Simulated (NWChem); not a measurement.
System: GaPH₄O₂; SMILES [PH2][Ga]([OH])[OH]

The following NWChem deck was run.

```
start job
memory heap 200 mb stack 900 mb global 1100 mb
geometry units angstroms noautoz
  Ga     0.008214     0.322023    -0.006697
  O     -1.542143     1.210955    -0.006820
  H     -1.483458     2.171000     0.019905
  O      1.550831     1.223384     0.034091
  H      1.483738     2.182902     0.060974
  P      0.016372    -1.971624     0.068166
  H      1.075139    -2.054826    -0.887443
  H     -1.015735    -2.063212    -0.915389
end
basis spherical
  * library 6-31g*
end
dft
  xc xwpbe 1.00 cpbe96 1.0 hfexch 1.00
  cam 0.4 cam_alpha 0.0 cam_beta 1.0
  iterations 150
  mulliken
end
task dft energy
```

Geometry: optimised at PBE0/def2-SVP.

**Question.** What results follow from this input? (LC-wPBE (HJS exchange hole, range parameter 0.4 per bohr)/6-31G* (spherical d).) Quantities: energy (Ha); highest occupied level (eV); orbital gap (eV); dipole (D).

**Answer.** 
| Item | Result |
|---|---|
| energy (Ha) | -2418.34 |
| highest occupied level (eV) | -10.33 |
| orbital gap (eV) | 11.81 |
| dipole (D) | 2.22 |
